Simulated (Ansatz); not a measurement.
Worked example: the interaction energy

The pair of H$_{2}$ (SMILES [H][H], atoms 1–2) and CH$_{6}$OSi (SMILES CO[SiH3], atoms 3–11), both closed shells, in one local arrangement (a lower one may exist), relaxed at PBE0-D4/def2-TZVP:

H1  (0.482, 0.209, -3.560)
H2  (0.845, -0.440, -3.493)
C3  (-0.110, 0.272, 2.121)
O4  (-0.787, -0.361, 1.061)
Si5  (-0.269, -0.267, -0.494)
H6  (0.916, -0.103, 2.224)
H7  (-0.649, 0.061, 3.047)
H8  (-0.071, 1.359, 1.982)
H9  (-1.230, -1.050, -1.303)
H10  (1.105, -0.829, -0.630)
H11  (-0.233, 1.150, -0.955)
(Å)

Both fragments are computed in the basis of the whole pair.

Ansatz 0.2.0; basis: def2-TZVPPD and def2-QZVPPD; cores frozen in the correlated methods.

Energies in eV:

| quantity | pair | first fragment | second fragment |
| --- | --- | --- | --- |
| Hartree–Fock, triple zeta (X = 3) | -11058.04486 | -30.82951 | -11027.23332 |
| Hartree–Fock, quadruple zeta (X = 4) | -11058.45992 | -30.84347 | -11027.63406 |
| MP2 correlation, X = 3 | -15.77804 | -0.86573 | -14.87752 |
| MP2 correlation, X = 4 | -16.84468 | -0.90176 | -15.90502 |
| CCSD(T) correlation, X = 3 | -17.52906 | -1.07633 | -16.41501 |

Problem. Work out the interaction energy at the basis limit: extrapolate Hartree–Fock as E(X) = E∞ + A exp(−7.88 √X) and the MP2 correlation as E(X) = E∞ + B X^−2.97 (the exponents that Neese and Valeev fitted for def2-TZVPP and QZVPP, reused here for the diffuse sets), then add CCSD(T) − MP2 in triple zeta.

Solution. Each step is linear, so take the differences first (pair − first fragment − second fragment): Hartree–Fock 0.01797 (X = 3) and 0.01761 (X = 4); MP2 correlation -0.03479 and -0.03790; CCSD(T) correlation -0.03772.
Two points give E∞ = E(4) + w [E(4) − E(3)], with w = 1/(exp(7.88 (2 − √3)) − 1) = 0.1377 for Hartree–Fock and w = 1/((4/3)^2.97 − 1) = 0.7407 for the correlation.
Hartree–Fock: 0.01761 + 0.1377 × (-0.00036) = 0.0176 eV.
MP2 correlation: -0.03790 + 0.7407 × (-0.00311) = -0.0402 eV.
CCSD(T) − MP2: -0.03772 − (-0.03479) = -0.0029 eV.
Sum: 0.0176 + (-0.0402) + (-0.0029) = -0.0255 eV, or -0.59 kcal/mol. Plain CCSD(T) in triple zeta gives -0.0197 eV, so the larger basis shifts the result by -0.0058 eV.

T1 diagnostic: at most 0.011.

For scale, one of the runs: CCSD(T)/def2-TZVPPD, 261 basis functions, launched by `ansatz run in.yaml --threads 4 --pin off --events-out ev --progress --plain --max-ram 9574MiB`. The run took 81 s on 4 CPU threads of an Arm Neoverse V2 (shared host), with 6.1 GiB of host memory at its peak.
